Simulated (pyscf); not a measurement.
`[AsH2][InH][AsH2]`, singlet

Gas-phase minimum from PySCF at ωB97X-D3(BJ)/def2-SVP, one conformer. 

```xyz
8

As     0.5594    -1.4975     0.8908
In     0.8471     0.8488    -0.0970
As    -1.2496     2.1837    -0.7172
H     -0.6073    -1.8037    -0.0336
H      1.5885    -2.0883    -0.0594
H      2.4246     1.5170    -0.3399
H     -1.9995     1.6778     0.5041
H     -0.7414     3.4273    -0.0057
```
Charge 0, spin multiplicity 1.

Bonds (Å): As1–In2 2.562, As1–H4 1.520, As1–H5 1.520, In2–As3 2.562, In2–H6 1.730, As3–H7 1.520, As3–H8 1.520. Bond angles (°): In2–As1–H4 92.1, In2–As1–H5 92.2, H4–As1–H5 93.5, As1–In2–As3 118.6, As1–In2–H6 120.7, As3–In2–H6 120.7, In2–As3–H7 92.1, In2–As3–H8 92.3, H7–As3–H8 93.5.

Properties at ωB97X-D3(BJ)/def2-SVP:

```
Property                                                                                                                                                                                                            Value
---------------------------------------------------------------------------------------------------------------------  --------------------------------------------------------------------------------------------------
Harmonic wavenumbers, unscaled                                                                                         51, 95, 106, 215, 258, 333, 447, 489, 549, 603, 613, 1016, 1017, 1807, 2254, 2255, 2264, 2266 cm⁻¹
Zero-point energy                                                                                                                                                                                           23.8 kcal/mol
Rotational symmetry number                                                                                                                                                                                              2
Entropy of this conformer at 298 K and 1 atm, rigid rotor and harmonic oscillator, modes under 100 cm⁻¹ raised to 100                                                                                     373.6 J/(mol K)
Dipole moment                                                                                                                                                                                                      0.42 D
```

Single-point totals, which compare only within one level:

```
level                   total energy (hartree)
----------------------  ----------------------
ωB97X-D3(BJ)/def2-TZVP             -4664.88039
PBE/def2-TZVP                      -4664.22627
r²SCAN/def2-TZVP                   -4664.95904
B3LYP-D3(BJ)/def2-TZVP             -4665.07907
PBE0-D3(BJ)/def2-TZVP              -4664.36737
M06-2X/def2-TZVP                   -4664.84228
ωB97M-D3(BJ)/def2-TZVP             -4664.96310
```

Soft torsions are taken as harmonic, which can shift the entropy by several J/(mol K). Elements up to Kr have no core potential and no relativistic terms here. Elements past Kr carry the def2 core potentials, without spin-orbit coupling.
